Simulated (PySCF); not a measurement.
ClH₅OSi₂, SMILES [SiH3]O[SiH2]Cl.

Coordinates come from a B3LYP-D3(BJ)/def2-SVP optimisation. One conformer was computed; it need not be the lowest.

Two levels are set side by side: PBE/def2-TZVP (PySCF) and PBE0/def2-TZVP (PySCF). Same geometry, gas phase. Differences are taken from unrounded values.

| quantity | PBE0 | PBE | PBE minus PBE0 |
|---|---|---|---|
| orbital gap (eV) | 8.57 | 6.30 | -2.28 |
| highest occupied level (eV) | -8.76 | -7.36 | 1.39 |
| lowest empty level (eV) | -0.19 | -1.07 | -0.88 |
| dipole moment (D) | 0.94 | 0.89 | -0.06 |
| mean polarisability (bohr³) | 63.7 | 66.2 | 2.5 |

Without exact exchange PBE keeps part of each electron's self-repulsion, which lifts occupied levels and narrows the gap. PBE's more diffuse valence density responds more strongly to a field. Differences between two approximate levels are no errors against the true value.

Rough cost on one machine, each run with all the roots and properties that it gave: PBE0 against PBE within a factor of 2.
